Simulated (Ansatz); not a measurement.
`F[SiH]1[SiH2]S1` + `[NH2][Nb](=[O])([Cl])[Cl]` → `N[SiH]1[SiH2]S1` + `[O]=[Nb]([F])([Cl])[Cl]`  (redistribution)

Computed with Ansatz on PBE0-D4/def2-TZVP structures; ΔE is electronic, products minus reactants. CCSD(T)/CBS adds triple-zeta CCSD(T) − MP2 to the extrapolated MP2 energy (def2 sets, frozen cores). Functionals use def2-TZVPP. Elements past krypton have def2 core potentials. For Nb outer-core shells are correlated without core-valence functions, which leaves a few kJ/mol of doubt a bond. Each species was taken in one conformer, which may not be the lowest.

| level | ΔE (kJ/mol) | difference from CCSD(T)/CBS |
| --- | --- | --- |
| BHLYP-D4 | 16.5 | -4.5 |
| ωB97X-V | 9.3 | -11.7 |
| revPBE | 5.8 | -15.2 |
| BLYP | 10.9 | -10.1 |
| PBE0 | 10.2 | -10.8 |
| r2SCANh | 10.6 | -10.4 |
| CAM-B3LYP | 12.4 | -8.6 |
| MP2/def2-SVP | 12.7 | -8.3 |
| CCSD(T)/def2-SVP | 13.2 | -7.8 |
| MP2/def2-TZVPP | 21.4 | 0.4 |
| SCS-MP2/def2-TZVPP | 20.4 | -0.6 |
| CCSD/def2-TZVPP | 19.8 | -1.2 |
| HF/def2-QZVPP | 16.1 | -4.9 |
| MP2/def2-QZVPP | 22.1 | 1.1 |
| MP2/CBS(def2) | 22.8 | 1.8 |
| CCSD/CBS(def2) | 21.3 | 0.3 |
| CCSD(T)/CBS | 21.0 | 0 |

Largest T1 diagnostic among the species: 0.021, so the coupled-cluster value is less sure than usual.

In def2-TZVPP, CCSD(T) changes the Hartree–Fock value by +3.1 kJ/mol (the triples alone add −0.3 kJ/mol) and MP2 by +4.9 kJ/mol. From PBE to PBE0 (25 % exact exchange), in def2-TZVPP and without D4, ΔE moves by +3.2 kJ/mol.
